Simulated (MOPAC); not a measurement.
A run for MOPAC: PM6 on CoC, 2S+1 = 2, a spin state set in the input, which need not be the lowest, a point of a bond scan (R = 1.656 Å).

```
PM6 1SCF PRECISE CHARGE=0 UHF MS=0.5 THREADS=1
CCo

Co     0.00000000 1     0.00000000 1     0.00000000 1
C      0.00000000 1     0.00000000 1     1.65610900 1
```

It printed:

```
*******************************************************************************
 **                                                                           **
 **                              MOPAC v23.2.5                                **
 **                                                                           **
 *******************************************************************************
 ** MOPAC's Digital Object Identifier: https://doi.org/10.5281/zenodo.6511958 **
 **                                                                           **
 ** Please cite the open-source release paper for use of this MOPAC version:  **
 ** J. E. Moussa and J. J. P. Stewart (2026)                                  **
 ** MOPAC: An open-source semiempirical molecular orbital program             **
 ** J. Open Source Softw., 11(119), 8025, https://doi.org/10.21105/joss.08025 **
 *******************************************************************************

                              PM6 CALCULATION RESULTS

 *******************************************************************************
 *  PM6        - The PM6 Hamiltonian to be used
 *  UHF        - UNRESTRICTED HARTREE-FOCK CALCULATION
 *
 *
 *
 *                 CHARGE ON SYSTEM = 0
 *
 *
 *
 *  MS=        - IN MECI, MAGNETIC COMPONENT OF SPIN =  0.5
 *  PRECISE    - TIGHTER CRITERIA TO BE USED
 *  1SCF       - DO 1 SCF AND THEN STOP
 *  THREADS=1  - MULTI-THREADING NOT USED
 *  T=         - A TIME OF 172800.0 SECONDS REQUESTED
 *  DUMP=N     - RESTART FILE WRITTEN EVERY 7200.0 SECONDS REQUESTED
 *******************************************************************************
PM6 1SCF PRECISE CHARGE=0 UHF MS=0.5 THREADS=1
 CCo

   ATOM   CHEMICAL          X               Y               Z
  NUMBER   SYMBOL      (ANGSTROMS)     (ANGSTROMS)     (ANGSTROMS)

     1      Co          0.00000000  *   0.00000000  *   0.00000000  *
     2       C          0.00000000  *   0.00000000  *   1.65610900  *



          CARTESIAN COORDINATES

    NO.       ATOM           X           Y           Z

     1        Co          0.0000      0.0000      0.0000
     2         C          0.0000      0.0000      1.6561

 General Reference for PM6:
 "Optimization of Parameters for Semiempirical Methods V: Modification of NDDO Approximations
 and Application to 70 Elements", J. J. P. Stewart, J. Mol. Mod., 13, 1173-1213 (2007)
 URL: https://link.springer.com/article/10.1007/s00894-007-0233-4

           Empirical Formula: C Co  =     2 atoms



      MOLECULAR POINT GROUP   :   C*v


          UHF CALCULATION, NO. OF ALPHA ELECTRONS =    7
                           NO. OF BETA  ELECTRONS =    6

 -------------------------------------------------------------------------------
 PM6 1SCF PRECISE CHARGE=0 UHF MS=0.5 THREADS=1
 CCo



     1SCF WAS SPECIFIED, SO BFGS WAS NOT USED
     SCF FIELD WAS ACHIEVED


                              PM6 CALCULATION
                                                       MOPAC v23.2.5 Linux




          FINAL HEAT OF FORMATION =        145.29974 KCAL/MOL =     607.93410 KJ/MOL


          COSMO AREA              =         85.40 SQUARE ANGSTROMS
          COSMO VOLUME            =         71.49 CUBIC ANGSTROMS

          IONIZATION POTENTIAL    =          9.851955 EV
          ALPHA SOMO LUMO (EV)    =         -9.852 -6.148
          BETA  SOMO LUMO (EV)    =        -10.016 -5.605
          NO. OF ALPHA ELECTRONS  =          7
          NO. OF BETA  ELECTRONS  =          6
          MOLECULAR WEIGHT        =         70.9442         POINT GROUP:  C*v

          MOLECULAR DIMENSIONS (Angstroms)

            Atom       Atom       Distance
            C     2   Co     1     1.65611
            C     2   Co     1     0.00000
           Co     1    C     2     0.00000


          SCF CALCULATIONS        =          1





   ATOM   CHEMICAL          X               Y               Z
  NUMBER   SYMBOL      (ANGSTROMS)     (ANGSTROMS)     (ANGSTROMS)

     1      Co          0.00000000  *   0.00000000  *   0.00000000  *
     2       C          0.00000000  *   0.00000000  *   1.65610900  *

                             CARTESIAN COORDINATES

   1   Co        0.000000000     0.000000000     0.000000000
   2    C        0.000000000     0.000000000     1.656109000


           Empirical Formula: C Co  =     2 atoms



      MOLECULAR POINT GROUP   :   C*v


          ALPHA EIGENVALUES
 -23.32339 -14.33649 -12.90917 -12.90917  -9.95256  -9.95256  -9.85196  -6.14782
  -6.14782  -4.97004  36.91110  37.22337  37.22337


           BETA EIGENVALUES
 -21.79521 -11.21831 -11.21831 -10.03182 -10.03182 -10.01613  -5.60536  -3.23610
  -3.23610  -2.84081  36.70521  37.13151  37.13151


              NET ATOMIC CHARGES AND DIPOLE CONTRIBUTIONS

  ATOM NO.   TYPE          CHARGE      No. of ELECS.   s-Pop       p-Pop       d-Pop
    1         Co          -0.158946        9.1589     1.07488     0.00446     8.07961
    2          C           0.158946        3.8411     1.52222     2.31883
 DIPOLE           X         Y         Z       TOTAL
 POINT-CHG.     0.000     0.000     1.264     1.264
 HYBRID        -0.000    -0.000    -0.519     0.519
 SUM           -0.000    -0.000     0.745     0.745


          ATOMIC ORBITAL ELECTRON POPULATIONS

     Atom    s        px        py        pz      x^2-y^2     xz        z^2       yz        xy
    1 Co   1.07488   0.00029   0.00029   0.00387   2.00000   1.27780   1.52400   1.27780   2.00000
    2  C   1.52222   0.72190   0.72190   0.87503


                    (SZ)    =    0.500000
                    (S**2)  =    1.216778


          ATOMIC ORBITAL SPIN POPULATIONS

    Atom   Total    s     px     py     pz   x^2-y^2  xz     z^2    yz     xy
         Atomic
    1 Co -0.8540  0.093  0.000  0.000  0.000  0.000 -0.457 -0.034 -0.457 -0.000
    2  C  1.8540  0.136  0.457  0.457  0.804

 **********************
 *                    *
 * JOB ENDED NORMALLY *
 *                    *
 **********************




 == MOPAC DONE ==
```

The run finished. Its determinant has ⟨S²⟩ = 1.22, a mixture of spin states.

Cost: about 0.03 core-seconds (a rough figure).
